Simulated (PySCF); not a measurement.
Computed shifts of a molecule C5H6BN, PBE/pcSseg-1 (PySCF), GIAO, gas phase, equivalent atoms averaged, in ppm (number of nuclei): ¹³C: 178.4 (1), 139.6 (1), 90.0 (1), 85.2 (1), 25.4 (1). ¹⁵N: 100.5 (1). ¹H: 8.38 (1), 4.24 (1), 3.92 (1), 3.45 (1), 1.86 (2). References: ¹³C against TMS (σ = 182.0 ppm); ¹¹B against BF3 (σ = 83.9 ppm); ¹⁵N against NH3 (σ = 267.0 ppm); ¹H against TMS (σ = 31.49 ppm), references at their B3LYP-D3(BJ)/def2-TZVP geometries, non-relativistic. Coordinates come from a B3LYP-D3(BJ)/def2-SVP optimisation. Other conformers were not sampled.

Problem. Identify the compound among the candidates.
A) C#CB1NCC1=C
B) C#CB1C=CN1C
C) C#CC1=CCB1N
D) CB1C=C[C@@H]1C#N

Solution. C, C#CC1=CCB1N
